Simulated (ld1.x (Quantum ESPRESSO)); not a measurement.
# Reading a pseudo-wave (iron (Fe))

Columns: radius, all-electron u(r) and pseudo u(r) of the 4s shell (level -5.35 eV) of iron in the configuration [Ar] 3d6 4s2 4p0; PW91, scalar-relativistic, TM semilocal scheme, ld1.x (Quantum ESPRESSO) 7.5.

```json
{"r (bohr)": "0.188", "all-electron": "-0.1641", "pseudo": "-0.0224"}
{"r (bohr)": "0.375", "all-electron": "0.0933", "pseudo": "-0.0477"}
{"r (bohr)": "0.562", "all-electron": "0.2678", "pseudo": "-0.0794"}
{"r (bohr)": "0.750", "all-electron": "0.2206", "pseudo": "-0.1214"}
{"r (bohr)": "0.938", "all-electron": "0.0631", "pseudo": "-0.1773"}
{"r (bohr)": "1.125", "all-electron": "-0.1156", "pseudo": "-0.2483"}
{"r (bohr)": "1.312", "all-electron": "-0.2757", "pseudo": "-0.3322"}
{"r (bohr)": "1.500", "all-electron": "-0.4044", "pseudo": "-0.4212"}
{"r (bohr)": "1.688", "all-electron": "-0.4996", "pseudo": "-0.5023"}
{"r (bohr)": "1.875", "all-electron": "-0.5646", "pseudo": "-0.5647"}
{"r (bohr)": "2.062", "all-electron": "-0.6048", "pseudo": "-0.6048"}
{"r (bohr)": "2.250", "all-electron": "-0.6251", "pseudo": "-0.6251"}
{"r (bohr)": "2.438", "all-electron": "-0.6297", "pseudo": "-0.6297"}
{"r (bohr)": "2.625", "all-electron": "-0.6220", "pseudo": "-0.6220"}
{"r (bohr)": "2.812", "all-electron": "-0.6052", "pseudo": "-0.6052"}
{"r (bohr)": "3.000", "all-electron": "-0.5816", "pseudo": "-0.5816"}
{"r (bohr)": "3.188", "all-electron": "-0.5534", "pseudo": "-0.5534"}
{"r (bohr)": "3.375", "all-electron": "-0.5222", "pseudo": "-0.5222"}
{"r (bohr)": "3.562", "all-electron": "-0.4894", "pseudo": "-0.4894"}
{"r (bohr)": "3.750", "all-electron": "-0.4558", "pseudo": "-0.4558"}
{"r (bohr)": "3.938", "all-electron": "-0.4223", "pseudo": "-0.4223"}
{"r (bohr)": "4.125", "all-electron": "-0.3897", "pseudo": "-0.3897"}
{"r (bohr)": "4.312", "all-electron": "-0.3585", "pseudo": "-0.3585"}
{"r (bohr)": "4.500", "all-electron": "-0.3286", "pseudo": "-0.3286"}
{"r (bohr)": "4.688", "all-electron": "-0.3005", "pseudo": "-0.3005"}
{"r (bohr)": "4.875", "all-electron": "-0.2745", "pseudo": "-0.2745"}
```

(1) How many radial nodes do the two functions have?

(2) At about which radius was the pseudo-wave matched?

(3) Is the pseudo-wave norm-conserving?

## Answers

(1) The all-electron 4s function has n − l − 1 = 3 (the table is too coarse to show those close to the nucleus); the pseudo-wave has 0, since the states of the same l below it are removed with the core.

(2) 2.20 bohr. The columns agree to 0.0005 from 1.88 bohr on; several derivatives are matched, so the curves merge somewhat inside the radius.

(3) Yes: the TM semilocal scheme keeps the norm inside the radius equal to the all-electron one, which fixes the energy derivative of the logarithmic derivative at the level.
